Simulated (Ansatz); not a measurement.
AlGaH$_{4}$, 6 atoms. Total charge 0; spin multiplicity 1. Correlated methods include outer-core shells of Ga, which these sets cover unevenly. Scalar relativity is left out up to krypton. The bonds changed during the relaxation, so this is another structure than the one it started from. All runs use 2 threads of an Arm Neoverse V1 on a shared host. Correlated methods freeze the cores. Open-shell runs search over several starts.

(1) How many basis functions does each run have, and how long does it take in Ansatz? RHF-CCSD(T)/def2-TZVPP energy; RHF-MP2/def2-QZVPP energy; UKS r2SCAN-D4/def2-TZVPP energy of the cation; RKS BHLYP-D4/def2-TZVPP energy; RKS PBE0-D4/def2-SVP energy; RHF-CCSD(T)/def2-SVP energy; RKS SPW92 (LDA)/def2-TZVPP energy; UHF-MP2/def2-QZVPP energy of the cation; UKS PBE-D4/def2-TZVPP energy of the cation; RKS PBE0-D4/def2-TZVP relaxation (5 steps); UKS ωB97M-V/def2-TZVPP energy of the cation; UKS PBE0-D4/def2-TZVPP energy of the cation. (An estimate is asked.)

Results:

(1) The calculation gave: Other jobs shared the machine, so times are rough.

```
                     level                   job  functions  wall time  peak host memory (GiB)
RKS SPW92 (LDA)/def2-TZVPP                energy        146     0.85 s                    0.15
      RKS PBE0-D4/def2-SVP                energy         70        1 s                    0.31
      RHF-CCSD(T)/def2-SVP                energy         70      1.1 s                    0.31
   RKS BHLYP-D4/def2-TZVPP                energy        146      1.8 s                    0.31
    UKS PBE0-D4/def2-TZVPP  energy of the cation        146      3.3 s                    0.38
     UKS PBE-D4/def2-TZVPP  energy of the cation        146      3.8 s                    0.31
  UKS r2SCAN-D4/def2-TZVPP  energy of the cation        146      8.5 s                    0.31
     RKS PBE0-D4/def2-TZVP  relaxation (5 steps)        109      9.5 s                     0.2
        RHF-MP2/def2-QZVPP                energy        279      9.5 s                    0.81
    RHF-CCSD(T)/def2-TZVPP                energy        146       13 s                     0.8
    UKS ωB97M-V/def2-TZVPP  energy of the cation        146       14 s                    0.55
        UHF-MP2/def2-QZVPP  energy of the cation        279       14 s                    0.93
```
